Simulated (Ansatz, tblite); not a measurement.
Species of one formula, C$_{4}$H$_{13}$NSn (singlet), each relaxed with PBE-D4/def2-SVP in Ansatz.

In the def2 sets Sn takes a core potential; there is no spin–orbit coupling. The xTB rows come from tblite. Correlated methods freeze 9 core orbitals; core or outer-core shells of Sn are correlated, in sets that lack core-valence functions.

Other spin states weren't relaxed.

A: SnH2Me(NHiPr) (C4H13NSn)

B: SnHMe2(NMe2) (C4H13NSn)

C: SnH3(NEt2) (C4H13NSn)

Question: Estimate their order by electronic energy at ωB97M-V/def2-TZVP, counted from the lowest.

Answer: A (0.0) < B (20.1) < C (63.7), in kJ/mol.

Question: Do the other levels pick the same lowest one?

Answer: Not GFN2-xTB. Energies above each level's lowest (kJ/mol):

```
              level     A     B     C
           GFN1-xTB   0.0  82.2  32.6
           GFN2-xTB  21.4  83.0   0.0
        HF/def2-SVP   0.0  20.4  45.5
       HF/def2-TZVP   0.0  19.1  59.2
    PBE-D4/def2-SVP   0.0  19.3  45.6
   PBE-D4/def2-TZVP   0.0  14.4  60.6
revPBE-D4/def2-TZVP   0.0  16.0  58.4
r2SCAN-D4/def2-TZVP   0.0  17.9  65.2
   PBE0-D4/def2-SVP   0.0  21.6  46.9
  PBE0-D4/def2-TZVP   0.0  17.9  61.1
 BHLYP-D4/def2-TZVP   0.0  17.0  59.8
  ωB97M-V/def2-TZVP   0.0  20.1  63.7
       MP2/def2-SVP   0.0  25.7  51.6
      MP2/def2-TZVP   0.0  11.7  71.5
      CCSD/def2-SVP   0.0  26.4  47.0
   CCSD(T)/def2-SVP   0.0  26.9  46.4
```
Point groups (tolerance 0.1 Å): A not assigned, B not assigned, C not assigned. From def2-SVP to def2-TZVP the PBE0 values move by up to 14.2 kJ/mol, so results in the small set are rough.
